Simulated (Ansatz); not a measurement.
Species: SF₃ (charge -1, singlet). 
Geometry from a B3LYP-D3(BJ)/def2-TZVP (Ansatz, a first-principles code) optimisation:
```xyz
4

F      1.7272    -0.6808     0.0370
S      0.1929     0.3241     0.0444
F     -1.4217     1.1940     0.0333
F     -0.6483    -1.0892    -0.1492
```
Charge -1, spin multiplicity 1.

Basis-set convergence of Hartree-Fock and MP2 correlation energies (hartree) with Ansatz. Cores are frozen in the correlated levels unless marked. No spin-orbit coupling. No relativistic terms. This anion needs diffuse functions, which these sets lack.

```tsv
basis	functions	E(HF)	E(corr, MP2)
cc-pV(D+d)Z	65	-695.80796	-0.71083
cc-pV(T+d)Z	129	(withheld)	(withheld)
```

Task: Complete the blanks.

Result: 
- cc-pV(T+d)Z, E(HF): -695.94137
- cc-pV(T+d)Z, E(corr, MP2): -0.96654
